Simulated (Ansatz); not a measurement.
CH9GePSi can be A, `C[SiH2][GeH2][PH2]`, or B, `[CH3][GeH2][SiH2]P`.

Gas-phase electronic energies from Ansatz, PBE0-D4/def2-TZVP geometries. CBS: MP2 limit from def2 TZ/QZ plus the TZ coupled-cluster correction, frozen cores. Functionals use def2-TZVPP. B3LYP here is the variant with VWN-RPA as its local correlation; programs differ in this. For Ge outer-core shells are correlated without core-valence functions, which leaves a few kJ/mol of doubt a bond. Scalar relativity is left out up to krypton. One conformer a species, not always the lowest.

Question: Which isomer does CCSD(T)/CBS put lower? Give the gap. (An estimate is asked.)

Answer: Computed: A, by 15.0 kJ/mol.

Question: Give E(B) − E(A) in kJ/mol with PBE-D4, HF/def2-TZVPP, B2PLYP, MP2/def2-TZVPP, B3LYP-D4, CCSD(T)/def2-TZVPP, PBE0-D4. (Estimate.)

Answer: The calculation gave: PBE-D4 15.8, HF/def2-TZVPP 18.8, B2PLYP 17.4, MP2/def2-TZVPP 15.3, B3LYP-D4 18.6, CCSD(T)/def2-TZVPP 14.8, PBE0-D4 16.2. None reverses the order clearly.

Largest T1 diagnostic: 0.012.

In def2-TZVPP, CCSD(T) changes the Hartree–Fock value by −4.0 kJ/mol (the triples alone add −0.5 kJ/mol) and MP2 by −3.5 kJ/mol.
